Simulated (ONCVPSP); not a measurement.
**What one change does to a pseudopotential (bromine, ONCV)**

ONCVPSP 4.0.1 input, shortened (lines: element, Z, core and valence counts, functional; n l f; lmax; l rc ep ncon nbas qcut; lloc lpopt rc5 dvloc0; l nproj debl; icmod fcfact rcfact), revPBE, scalar-relativistic:

```
  Br 35.00    6    2  -102130      upf
    1    0    2.00
    2    0    2.00
    2    1    6.00
    3    0    2.00
    3    1    6.00
    3    2   10.00
    4    0    2.00
    4    1    4.00
    2
    0    1.30    0.00    5    9    5.00
    1    1.30    0.00    4    9    5.10
    2    1.25    0.13    4    8    8.90
    4    5    0.95   -1.00
    0    3    0.40
    1    1    1.10
    2    2    3.40
    3    4.00    1.20
```

In the s channel the program set the typed energies aside and used -1.115, 0.250, 0.650 Ha.

Change: all radii but the core radius scaled by about 1.08 (s 1.40, p 1.40, d 1.34 bohr); local potential polynomial inside 1.02 bohr (lpopt 5, dvloc0 -1 Ha).

Cutoffs: the cutoffs (Ha) at which the residual kinetic energy of the hardest occupied pseudo-wave falls to 1 and 0.1 mHa per electron; they do not see the model core or the augmentation charge, which bear on the density cutoff. Errors are all-electron minus pseudo energies relative to the spin-unpolarised reference configuration.

Problem. Predict the effect on cutoff, ghosts and configuration errors.

Solution. The potential gets softer (68 Ha and 130 Ha → 13 Ha and 41 Ha); both files keep a bound ghost (d, s); the lowest positive-energy flag moves from p at 43.4 eV to s at 216.0 eV; of the 4 tests that both files solve, the error grows in 2 and shrinks in 0 by more than 15 % and 0.3 meV (median size 3.4 → 3.5 meV). A larger radius leaves more room for a smooth pseudo-wave, so fewer plane waves are needed.

| quantity | base | changed |
| --- | --- | --- |
| cutoff, loose | 68 Ha | 13 Ha |
| cutoff, tight | 130 Ha | 41 Ha |
| loose cutoff by channel | s 68 Ha, p 13 Ha | s 13 Ha, p 12 Ha |
| bound ghosts | s, d | s, d |
| GHOST(+) flags under 300 eV | p at 43.4 eV | s at 216.0 eV |
| error for 4s2 4p5, meV [ΔE -12.52 eV] | +5.0 | +4.4 |
| error for 4s2 4p3, meV [ΔE 22.72 eV] | -1.4 | -2.7 |
| error for 4s2 4p2, meV [ΔE 56.65 eV] | -9.6 | -14 |
| error for 4s1 4p5, meV [ΔE 12.99 eV] | -1.8 | -1.6 |
| rms error of d²Exc/dni dnj with the model core, mHa | 0.53 | 0.60 |

 A true bound ghost makes a file unfit for plane-wave use even where its test errors are small: the radial tests pick states by their node count and pass the ghost by.
